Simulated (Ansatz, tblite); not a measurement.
Spin states of the cluster Au₂Cl⁺, each relaxed with PBE-D4/def2-TZVP in Ansatz. Electronic energies in the gas phase.

In the def2 sets Au takes a core potential; there is no spin–orbit coupling. The xTB rows come from tblite. LC-ωPBE has ω = 0.4 bohr⁻¹. B3LYP takes the VWN-RPA correlation. Correlated methods freeze 5 core orbitals; core or outer-core shells of Au are correlated, in sets that lack core-valence functions. The structure comes from a short search, and lower isomers may exist.

Singlet geometry (C2v within 0.1 Å):

```xyz
3

Au    1.1095   -0.3336    1.0443
Au   -1.1500   -0.8163   -0.6663
Cl    0.0405    1.1499   -0.3780
```

Triplet geometry (C2v within 0.1 Å):

Cartesian coordinates in Å:
```
Au -0.519 0.037 1.375
Au -0.823 -0.388 -1.155
Cl 1.342 0.350 -0.220
```

Quintet geometry (C2v within 0.1 Å):

Cartesian coordinates in Å:
```
Au 1.1963 -0.5110 0.8700
Au -0.0984 1.3205 -0.8342
Cl -1.0979 -0.8095 -0.0358
```

⟨S²⟩: triplet 2.01 at PBE0-D4/def2-TZVP (pure 2.00), quintet 6.01 at PBE0-D4/def2-TZVP (pure 6.00).

Only these spin states were relaxed.

Q: Estimate which spin state lies lowest at each of these levels, and by how much: GFN1-xTB; GFN2-xTB; HF/def2-TZVP; PBE-D4/def2-TZVP; r2SCAN-D4/def2-TZVP; r2SCANh-D4/def2-TZVP; B3LYP-D4/def2-TZVP; PBE0-D4/def2-TZVP; CAM-B3LYP-D4/def2-TZVP; LC-ωPBE/def2-TZVP; RPA@PBE/def2-TZVP.

A: 
| level | triplet − singlet (kcal/mol) | quintet − singlet (kcal/mol) | lowest of these |
| --- | --- | --- | --- |
| GFN1-xTB | 23.0 | 71.6 | singlet |
| GFN2-xTB | 48.7 | 165.3 | singlet |
| HF/def2-TZVP | 66.8 | 114.0 | singlet |
| PBE-D4/def2-TZVP | 36.3 | 100.7 | singlet |
| r2SCAN-D4/def2-TZVP | 37.3 | 101.9 | singlet |
| r2SCANh-D4/def2-TZVP | 40.6 | 109.2 | singlet |
| B3LYP-D4/def2-TZVP | 41.9 | 113.8 | singlet |
| PBE0-D4/def2-TZVP | 45.5 | 118.9 | singlet |
| CAM-B3LYP-D4/def2-TZVP | 48.9 | 121.0 | singlet |
| LC-ωPBE/def2-TZVP | 56.9 | 126.9 | singlet |
| RPA@PBE/def2-TZVP | 39.8 | 103.5 | singlet |

Change of the quintet − singlet gap on mixing in exact exchange, in kcal/mol: PBE to PBE0 (25 % exact exchange) 18.2; r2SCAN to r2SCANh (10 % exact exchange) 7.3. The xTB methods have no spin-polarisation term.
